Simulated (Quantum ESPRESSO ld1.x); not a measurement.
The numbers below are computed, except where a source is named.
Problem. All-electron atom: Co XXVI in [He]. Level of theory: scalar-relativistic Kohn-Sham, LDA (Slater exchange, Perdew-Wang correlation), spin-polarised, spherical densities, point nucleus (ld1.x of Quantum ESPRESSO 7.5). Some entries of the table are withheld. Estimate them.

orbital  occ.  eigenvalue (eV)  <r^2> (bohr^2)  <r> (bohr)
1s          2         -9363.61             (1)     0.05575
2s          0         -2242.32         0.06083         (2)
2p          0              (3)             (4)      0.1935

Solution. 
(1) 1s <r^2> (bohr^2): 0.004168
(2) 2s <r> (bohr): 0.2281
(3) 2p eigenvalue (eV): -2191.48
(4) 2p <r^2> (bohr^2): 0.04508
